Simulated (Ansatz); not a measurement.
C2H5ClOSi, SMILES `O[SiH2]/C=C/Cl`. Charge 0, multiplicity 1. The structure was optimised at the PBE0-D4/def2-TZVP level. It is one conformer, not always the lowest.

```xyz
10

O    -1.586   -1.013    0.464
Si   -0.417   -0.077    1.153
C     0.819    0.476   -0.118
C     0.770    0.014   -1.359
Cl    1.869    0.469   -2.606
H    -2.319   -0.566    0.041
H    -1.007    1.128    1.800
H     0.240   -0.916    2.183
H     1.599    1.186    0.145
H     0.032   -0.701   -1.703
```

Question: What is the dipole moment at PBE/def2-TZVPP? (Best estimate.)

Answer: The calculation gave: 1.40 D, with components (-1.19, 0.72, 0.15) D in this frame, pointing from negative to positive charge.

Question: And with r2SCAN, B3LYP, ωB97M-V? (Estimate.)

Answer: The calculation gave: r2SCAN 1.46 D, B3LYP 1.46 D, ωB97M-V 1.47 D.

Question: Give the Mulliken charges with PBE, ωB97M-V, B3LYP in def2-TZVPP. (Estimate.)

Answer: Ansatz gave: 
```
atom    PBE  ωB97M-V  B3LYP
  O1  -0.36    -0.39  -0.40
 Si2   0.42     0.44   0.51
  C3  -0.19    -0.26  -0.24
  C4  -0.01    -0.04  -0.02
 Cl5  -0.08    -0.06  -0.09
  H6   0.19     0.18   0.19
  H7  -0.08    -0.05  -0.09
  H8  -0.07    -0.03  -0.08
  H9   0.08     0.10   0.09
 H10   0.11     0.12   0.13
```

B3LYP here is the variant with VWN-RPA as its local correlation; programs differ in this.
